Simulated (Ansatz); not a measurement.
`[OH][SnH2][Cl]` + `N=C=O` → `O=C=[N][SnH2][Cl]` + H₂O at 600 K and 1 bar (ligand exchange at the Sn–O bond).

Computed with Ansatz on PBE0-D4/def2-TZVP structures; ΔE is electronic, products minus reactants. CCSD(T)/CBS adds triple-zeta CCSD(T) − MP2 to the extrapolated MP2 energy (def2 sets, frozen cores). This one scheme is used for every species. Elements past krypton have def2 core potentials. For Sn outer-core shells are correlated without core-valence functions, which leaves a few kJ/mol of doubt a bond. Each species was taken in one conformer, which may not be the lowest.

| species | CCSD(T)/CBS energy (Eh) | H − E (kJ/mol) | S (J/(mol·K)) |
| --- | --- | --- | --- |
| `[OH][SnH2][Cl]` | -750.83217 | 118.4 | 385.2 |
| `N=C=O` | -168.51995 | 83.3 | 274.5 |
| `O=C=[N][SnH2][Cl]` | -842.98343 | 128.5 | 450.6 |
| H₂O | -76.37941 | 76.8 | 212.8 |

H − E and S are ideal-gas, rigid-rotor, harmonic terms from PBE0-D4/def2-TZVP, for one conformer and one mirror image of each species. 1 Eh = 2625.50 kJ/mol, R = 8.31446 J/(mol·K).

**Question.** By hand: ΔE, ΔH, ΔS and ΔG.

**Answer.** ΔE = (-842.98343) + (-76.37941) − (-750.83217) − (-168.51995) = -0.01072 Eh = -28.1 kJ/mol. Δ(H − E) = 128.5 + 76.8 − 118.4 − 83.3 = 3.6, so ΔH = -24.5 kJ/mol. ΔS = 450.6 + 212.8 − 385.2 − 274.5 = 3.7 J/(mol·K). ΔG = -24.5 − 600 × (3.7)/1000 = -26.7 kJ/mol.

**Question.** By hand: the equilibrium constant, and the temperature at which ΔG would vanish if ΔH and ΔS stayed fixed.

**Answer.** log₁₀ K = −ΔG/(RT ln 10) = 2.3. ΔH and −TΔS have one sign here, so there is no such temperature. One of them is within its doubt of zero, so this could turn.

The number of gas molecules stays the same, so ΔS is small and ΔH decides. A doubt of 5 kJ/mol in ΔE shifts log₁₀ K by 0.4 here. Other conformers and mirror images would add mixing entropy, several J/(mol·K) or more a flexible species. Modes under 60 cm⁻¹, often nearly free rotors, make the harmonic entropy too high. These are equilibria of isolated gas molecules and say nothing of rates. Largest T1 diagnostic: 0.018 (customary marks: 0.02 for closed shells, 0.045 for open ones).
